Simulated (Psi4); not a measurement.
H₃Ga (SMILES [GaH3]), singlet, geometry from GFN2-xTB (such geometries of metal compounds can be far from the true shape). Base run: HF/def2-TZVP run with Psi4 1.11.

Psi4 was given this input:
```
memory 2 GB

molecule {
0 1
  Ga    0.00000000   -0.00000000    0.00000000
  H     0.66218224   -0.42756453    1.35383279
  H    -0.30059287    1.51137788   -0.28202977
  H    -0.36158937   -1.08381336   -1.07180302
}

set basis def2-tzvp

energy('scf')
print_variables()
```

The base run was repeated with changes; each row names its change, and settings that it needs were set with it.

```json
[
 {"change": "base", "basis functions": "66", "E (Eh)": "-1924.96309"},
 {"change": "basis = cc-pVTZ-DK; relativity = spin-free X2C (with scf_type pk)", "basis functions": "85", "E (Eh)": "-1943.92012"},
 {"change": "basis = cc-pVDZ-DK; relativity = none (with scf_type pk)", "basis functions": "42", "E (Eh)": "-1914.95458"},
 {"change": "basis = cc-pVDZ-DK; relativity = spin-free X2C (with scf_type pk)", "basis functions": "42", "E (Eh)": "-1943.82506"},
 {"change": "basis = cc-pVTZ-DK; relativity = none (with scf_type pk)", "basis functions": "85", "E (Eh)": "-1913.97831"}
]
```

Total energies compare only within one method and basis.

Basis sets contracted for a relativistic Hamiltonian are a mismatch without it, so the rows without relativity aren't non-relativistic limits. No row has spin-orbit coupling; sets with core potentials leave out the core electrons.
